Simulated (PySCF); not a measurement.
Gas-phase reaction: 3 InF + Br2 = 2 InBr + InF3. Level: PBE0/def2-TZVP; standard pressure 1 bar.

Method: PySCF energies plus ideal-gas RRHO corrections (1 bar). All species are closed-shell singlets. In: scalar-relativistic def2 core potential, no spin-orbit coupling. Br: all electrons, no relativistic terms. The harmonic model lacks anharmonicity and excited electronic states, which grow with temperature; levels with a mode under 35 cm⁻¹ are left out.

```tsv
T (K)	1000/T (1/K)	log10 K
1200	0.8333	2.28
1400	0.7143	1.10
1600	0.6250	0.23
1800	0.5556	-0.45
2000	0.5000	-0.98
2500	0.4000	?
```

Question: Fit log10 K = a + b·(1000/T) to the five rows, get the mean ΔH° and ΔS°, and predict log10 K at 2500 K.

Answer: Means: 1000/T = 0.6456, log10 K = 0.436. Sums of products about the means: Sxy = 0.68189, Sxx = 0.069675, so b = Sxy/Sxx = 9.79 and a = 0.436 − (9.79)×0.6456 = -5.88.
ΔH° = −R ln 10 × 1000 K × b = −19.145 × (9.79) = -187 kJ; ΔS° = R ln 10 × a = -113 J/K. The run's own values go from -190 kJ and -115 J/K at 1200 K to -180 kJ and -109 J/K at 2500 K.
Prediction at 2500 K: -5.88 + (9.79)×0.4000 = -1.96. The computed value is -1.93, 0.03 from the line.
For scale, ΔH°(298 K) is -197 kJ at this level, -199 kJ at ωB97M-V/def2-TZVP†, and runs from -272 to 99 kJ over the 18 levels computed († marks an energy on the PBE0/def2-TZVP geometry).
